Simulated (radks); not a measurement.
Question: Radial electron density D(r) = 4 pi r^2 rho(r) of an atom or ion with 30 electrons. All-electron calculation, Dirac Kohn-Sham, BLYP, spin-unpolarised, spherical densities, point nucleus. Program: a radial shooting solver on a logarithmic mesh with Libxc functionals.

r (bohr),D(r) (e/bohr)
0.003204,2.473
0.00367,3.131
0.004205,3.948
0.004817,4.954
0.005519,6.182
0.006323,7.665
0.007245,9.436
0.0083,11.52
0.009509,13.93
0.01089,16.67
0.01248,19.70
0.01419,22.76
0.01625,26.14
0.01862,29.47
0.02133,32.57
0.02444,35.19
0.028,37.09
0.03208,38.06
0.03675,37.98
0.04211,36.91
0.04824,35.09
0.05527,33.01
0.06332,31.31
0.07255,30.65
0.08312,31.51
0.09523,33.98
0.1091,37.57
0.125,41.24
0.1432,43.64
0.1641,43.59
0.188,40.59
0.2153,35.19
0.2467,28.89
0.2827,23.66
0.3238,21.01
0.371,21.30
0.4251,23.47
0.487,25.66
0.5579,26.12
0.6392,24.11
0.7323,20.05
0.839,15.09
0.9613,10.46
1.093,7.087
1.252,4.735
1.434,3.417
1.643,2.721
1.882,2.281
2.157,1.878
2.471,1.443
2.831,1.008
3.243,0.6287
3.715,0.3467
4.257,0.1666
4.877,0.06852
5.587,0.02354
6.401,0.006606
7.334,0.001477
8.402,0.0002550

What is the nuclear charge?

Answer: Z = 31. The innermost maximum, from 1s, lies near gamma/Z bohr with gamma = sqrt(1 - (Z/c)^2) = 0.974, here 0.0314 bohr (found: 0.0339), and its height grows with Z. The density is that of the gallium ion Ga+ in [Ar] 3d8.5 4s1.5 4p2; the configuration itself is not fixed sharply by these data, and Z only to about a unit. D(r) has 3 maxima, at r = 0.0339, 0.153, 0.536 bohr, and minima at 0.0720, 0.340 bohr, inside which lie 2.09, 10.88 electrons.
